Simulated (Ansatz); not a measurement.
CH7Si2, charge +2, doublet, geometry from GFN2-xTB of the parent state (a state made from the parent by changing its charge; the spin is typed, not shown lowest); Ansatz (a first-principles code) with CAM-B3LYP/def2-SV(P).

The Ansatz input:
Ansatz 0.2 input:
```yaml
crystal:
  periodic: [false, false, false]
  atoms:
    - {symbol: Si, position_ang: [1.59988694, 0.34736675, 0.04848937]}
    - {symbol: C, position_ang: [0.09882935, -0.73051698, -0.37843236]}
    - {symbol: Si, position_ang: [-1.55306880, 0.00925851, 0.19494587]}
    - {symbol: H, position_ang: [2.87402570, -0.30575813, -0.24574037]}
    - {symbol: H, position_ang: [1.52258239, 1.68412327, -0.53094802]}
    - {symbol: H, position_ang: [0.06994554, -0.88620874, -1.45955576]}
    - {symbol: H, position_ang: [0.22570188, -1.71786266, 0.06658803]}
    - {symbol: H, position_ang: [-2.66919782, -0.85524983, -0.20323662]}
    - {symbol: H, position_ang: [-1.73717387, 1.32711411, -0.41750382]}
    - {symbol: H, position_ang: [-1.53431394, 0.14419024, 1.65289750]}
basis:
  gaussian:
    orbitals: def2-SV_P_.json
hamiltonian:
  xc: cam_b3lyp
total_charge: 2
magnetization: {spin_polarized: true, initial_magnetization: 1}
```
The basis file holds def2-SV(P) in the JSON format of the Basis Set Exchange.

Output, abridged:

```
Functional definition: CAM-B3LYP
700 factors; integrals over basis functions are off by at most 7.3e-4 eV
331 factors; integrals over basis functions are off by at most 3.4e-6 eV
mean field evaluation 1: about -16857.5785 eV, gradient 5.2e1 eV
mean field evaluation 2: about -16816.5387 eV, gradient 8.0e1 eV
mean field evaluation 4: about -16872.7226 eV, gradient 8.7e0 eV
mean field evaluation 8: about -16873.6567 eV, gradient 4.2e-1 eV
mean field evaluation 16: about -16873.7304 eV, gradient 6.5e-2 eV
mean field evaluation 32: about -16873.7323 eV, gradient 1.0e-3 eV
mean field evaluation 64: about -16873.7199 eV, gradient 1.4e-1 eV
mean field -16873.73230161 eV, -620.0982246577 hartree, gradient 6.5e-6 eV, S^2 0.760394; 4 other end points of the search recorded, 0 dependent functions left out
reference -16873.73242455 eV, -620.0982291755 hartree; 20, 19 occupied and 44, 45 virtual orbitals, 700 factors
Total energy: -16873.73242455 eV, -620.0982291755 hartree
```
